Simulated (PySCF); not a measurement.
NP, charge -1, doublet, geometry from GFN2-xTB (a state made from the parent by changing its charge; the spin is typed, not shown lowest) (in this run its highest filled SCF level lies above zero, so its values depend strongly on the basis, on diffuse functions most of all); B3LYP/def2-SV(P) run with PySCF.

PySCF was given this input:
```python
from pyscf import gto, scf, dft

mol = gto.M(
    atom='''
N    -0.00000000   -0.00000000   -1.03321469
P     0.00000000    0.00000000    0.48216685
''',
    basis='def2-sv(p)',
    charge=-1,
    spin=1,
    verbose=4,
)

mf = dft.UKS(mol)
mf.xc = 'b3lyp'
mf.diis_space = 12
mf.kernel()
```

It wrote (shortened):

```
PySCF version 2.14.0

[INPUT] verbose = 4
[INPUT] num. atoms = 2
[INPUT] num. electrons = 23
[INPUT] charge = -1
[INPUT] spin (= nelec alpha-beta = 2S) = 1
[INPUT] symmetry False subgroup None
[INPUT] Mole.unit = angstrom
[INPUT] Symbol           X                Y                Z      unit          X                Y                Z       unit  Magmom
[INPUT]  1 N      0.000000000000   0.000000000000  -1.033214690000 AA    0.000000000000   0.000000000000  -1.952492791977 Bohr   0.0
[INPUT]  2 P      0.000000000000   0.000000000000   0.482166850000 AA    0.000000000000   0.000000000000   0.911163292844 Bohr   0.0

nuclear repulsion = 36.6664141537583
number of shells = 14
number of NR pGTOs = 60
number of NR cGTOs = 32
basis = def2-sv(p)
ecp = {}

******** <class 'pyscf.dft.uks.UKS'> ********
method = UKS
initial guess = minao
damping factor = 0
level_shift factor = 0
DIIS = <class 'pyscf.scf.diis.CDIIS'>
diis_start_cycle = 1
diis_space = 12
diis_damp = 0
SCF conv_tol = 1e-09
SCF conv_tol_grad = None
SCF max_cycles = 50
direct_scf = True
direct_scf_tol = 1e-13
number electrons alpha = 12  beta = 11
XC library pyscf.dft.libxc version 7.1.2
    S. Lehtola, C. Steigemann, M. J. T. Oliveira, and M. A. L. Marques,  SoftwareX 7, 1–5 (2018)
XC functionals = b3lyp
    P. J. Stephens, F. J. Devlin, C. F. Chabalowski, and M. J. Frisch,  J. Phys. Chem. 98, 11623 (1994)
radial grids:
    Treutler-Ahlrichs [JCP 102, 346 (1995); DOI:10.1063/1.469408] (M4) radial grids

becke partition: Becke, JCP 88, 2547 (1988); DOI:10.1063/1.454033
pruning grids: <function nwchem_prune>
grids dens level: 3
symmetrized grids: False
atomic radii adjust function: <function treutler_atomic_radii_adjust>
small_rho_cutoff = 0
Set gradient conv threshold to 3.16228e-05
tot grids = 33088
init E= -395.927911630453

cycle= 1 E= -395.765519277821  delta_E= 0.162  |g|= 0.496  |ddm|= 1.39
cycle= 2 E= -395.041052611022  delta_E= 0.724  |g|= 1.16  |ddm|= 1.69
cycle= 3 E= -395.89809581925  delta_E= -0.857  |g|= 0.079  |ddm|= 1.43
cycle= 4 E= -395.901928366244  delta_E= -0.00383  |g|= 0.0386  |ddm|= 0.179
cycle= 5 E= -395.902802268253  delta_E= -0.000874  |g|= 0.00923  |ddm|= 0.0557
cycle= 6 E= -395.902858987741  delta_E= -5.67e-05  |g|= 0.00365  |ddm|= 0.00998
cycle= 7 E= -395.90287411312  delta_E= -1.51e-05  |g|= 0.000725  |ddm|= 0.00749
cycle= 8 E= -395.902876546525  delta_E= -2.43e-06  |g|= 0.000341  |ddm|= 0.00314
cycle= 9 E= -395.902877498481  delta_E= -9.52e-07  |g|= 8.2e-05  |ddm|= 0.00303
cycle= 10 E= -395.902877538343  delta_E= -3.99e-08  |g|= 2.89e-05  |ddm|= 0.000667
cycle= 11 E= -395.902877539199  delta_E= -8.56e-10  |g|= 6.43e-06  |ddm|= 6.12e-05
Extra cycle  E= -395.902877539039  delta_E= 1.6e-10  |g|= 1.87e-05  |ddm|= 2.17e-05
converged SCF energy = -395.902877539039  <S^2> = 0.75388114  2S+1 = 2.0038774
```
